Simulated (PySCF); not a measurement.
Members of one series of related molecules.

All values: CAM-B3LYP/def2-SVPD (PySCF) at GFN2-xTB geometries, gas phase, one conformer each. Core orbitals are frozen in the response; Δα² is half the sum of the squared differences of the principal polarisabilities.

(1) Rank by HOMO energy, lowest first.
A. `CC(=O)c1pccs1`
B. `CCc1pccs1`
C. `COc1pccs1`
D. `Clc1pccs1`
E. `C=Cc1pccs1`
F. `N#Cc1cpcs1`

(2) Rank by dipole moment, lowest first.
A. `N#Cc1pccs1`
B. `Clc1pccs1`
C. `[CH3:1][CH2:2][c:3]1[p:4][cH:5][cH:6][s:7]1` with C1–C2–C3–P4 104°
D. `N#CC1=CP=CS1`
E. `FC(F)(F)c1pccs1`
F. `[CH3:1][C:2](=[O:3])[c:4]1[p:5][cH:6][cH:7][s:8]1` with C1–C2–C4–P5 177°

(3) Rank by polarisability anisotropy Δα, highest first.
A. `FC(F)(F)c1pccs1`
B. `c1cscp1`
C. `c1(cpcs1)C#N`
D. `[CH2:1]=[CH:2][c:3]1[p:4][cH:5][cH:6][s:7]1` with C1–C2–C3–P4 180°
E. `[CH3:1][CH:2]([CH3:3])[c:4]1[p:5][cH:6][cH:7][s:8]1` with C1–C2–C4–P5 -118°
F. `c1sc(pc1)C#N`

Results:

(1) F (-8.72 eV), A (-8.37 eV), D (-8.10 eV), B (-7.84 eV), E (-7.56 eV), C (-7.30 eV).

(2) C (1.02 D), B (2.22 D), D (3.57 D), E (3.80 D), F (4.15 D), A (5.39 D).

(3) D (10.90 Å³), C (9.01 Å³), F (8.64 Å³), E (6.48 Å³), A (6.19 Å³), B (5.81 Å³).

All values together:

```csv
SMILES,formula,μ (D),HOMO (eV),LUMO (eV),α (Å³),Δα (Å³),electrons,α per electron (Å³)
c1cscp1,C3H3PS,1.18,-8.14,-0.31,10.96,5.81,52,0.211
Fc1pccs1,C3H2FPS,2.33,-8.19,-0.46,11.04,5.90,60,0.184
N#Cc1pccs1,C4H2NPS,5.39,-8.73,-1.64,13.60,8.64,64,0.212
CC(C)c1cpcs1,C6H9PS,1.85,-7.87,-0.16,16.39,6.50,76,0.216
C=Cc1pccs1,C5H5PS,1.08,-7.56,-0.99,15.53,10.90,66,0.235
Clc1pccs1,C3H2ClPS,2.22,-8.10,-0.72,13.17,7.23,68,0.194
CCc1pccs1,C5H7PS,1.02,-7.84,-0.21,14.71,6.53,68,0.216
COc1pccs1,C4H5OPS,2.52,-7.30,0.12,13.82,7.38,68,0.203
FC(F)(F)c1pccs1,C4H2F3PS,3.80,-8.81,-1.19,12.99,6.19,84,0.155
N#Cc1cpcs1,C4H2NPS,3.57,-8.72,-1.34,13.57,9.01,64,0.212
CC(C)c1pccs1,C6H9PS,1.00,-7.83,-0.15,16.41,6.48,76,0.216
CC(=O)c1pccs1,C5H5OPS,4.15,-8.37,-1.51,15.14,8.66,74,0.205
```

Conformers: `[CH3:1][CH:2]([CH3:3])[c:4]1[cH:5][p:6][cH:7][s:8]1` with C1–C2–C4–C5 62°; `[CH2:1]=[CH:2][c:3]1[p:4][cH:5][cH:6][s:7]1` with C1–C2–C3–P4 180°; `[CH3:1][CH2:2][c:3]1[p:4][cH:5][cH:6][s:7]1` with C1–C2–C3–P4 104°; `[CH3:1][O:2][c:3]1[p:4][cH:5][cH:6][s:7]1` with C1–O2–C3–P4 180°; `[CH3:1][CH:2]([CH3:3])[c:4]1[p:5][cH:6][cH:7][s:8]1` with C1–C2–C4–P5 -118°; `[CH3:1][C:2](=[O:3])[c:4]1[p:5][cH:6][cH:7][s:8]1` with C1–C2–C4–P5 177°.

How closely does the mean polarisability follow the number of electrons in this set?

The correlation coefficient is 0.61; α per electron runs from 0.155 to 0.235 Å³.
